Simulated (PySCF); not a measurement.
C4H7NSi, SMILES C1(=CN=C[SiH2]1)C.

Geometry optimised at B3LYP-D3(BJ)/def2-SVP. This is a generated structure with no PubChem entry under its InChIKey; it may be hypothetical.

All values below come from PySCF with TDA-PBE/def2-SVPD.

Vertical excitations.  State labels are in the subgroup Cs.

```json
[
 {"state": "S1", "symmetry": "A\"", "energy (eV)": "3.10", "λ (nm)": "399", "f": "0.000", "main pairs": "HOMO→LUMO 99 %"},
 {"state": "S2", "symmetry": "A'", "energy (eV)": "4.22", "λ (nm)": "294", "f": "0.101", "main pairs": "HOMO−1→LUMO 90 %"},
 {"state": "S3", "symmetry": "A\"", "energy (eV)": "4.97", "λ (nm)": "249", "f": "0.003", "main pairs": "HOMO−2→LUMO 99 %"},
 {"state": "S4", "symmetry": "A'", "energy (eV)": "5.40", "λ (nm)": "230", "f": "0.029", "main pairs": "HOMO→LUMO+1 90 %"},
 {"state": "S5", "symmetry": "A\"", "energy (eV)": "5.61", "λ (nm)": "221", "f": "0.000", "main pairs": "HOMO−1→LUMO+1 100 %"},
 {"state": "S6", "symmetry": "A'", "energy (eV)": "5.70", "λ (nm)": "218", "f": "0.002", "main pairs": "HOMO→LUMO+2 99 %"},
 {"state": "S7", "symmetry": "A\"", "energy (eV)": "5.97", "λ (nm)": "208", "f": "0.000", "main pairs": "HOMO→LUMO+3 98 %"},
 {"state": "S8", "symmetry": "A\"", "energy (eV)": "6.01", "λ (nm)": "206", "f": "0.001", "main pairs": "HOMO−1→LUMO+2 100 %"},
 {"state": "S9", "symmetry": "A'", "energy (eV)": "6.05", "λ (nm)": "205", "f": "0.039", "main pairs": "HOMO−3→LUMO 70 %, HOMO−1→LUMO+3 17 %"},
 {"state": "S10", "symmetry": "A'", "energy (eV)": "6.18", "λ (nm)": "201", "f": "0.010", "main pairs": "HOMO→LUMO+4 96 %"},
 {"state": "T1", "symmetry": "A\"", "energy (eV)": "2.59", "λ (nm)": "478", "f": "0", "main pairs": "HOMO→LUMO 99 %"},
 {"state": "T2", "symmetry": "A'", "energy (eV)": "2.62", "λ (nm)": "473", "f": "0", "main pairs": "HOMO−1→LUMO 98 %"},
 {"state": "T3", "symmetry": "A\"", "energy (eV)": "4.61", "λ (nm)": "269", "f": "0", "main pairs": "HOMO−2→LUMO 99 %"},
 {"state": "T4", "symmetry": "A'", "energy (eV)": "5.04", "λ (nm)": "246", "f": "0", "main pairs": "HOMO−3→LUMO 55 %, HOMO−1→LUMO+3 33 %"}
]
```
Triplets are in the Tamm–Dancoff approximation.
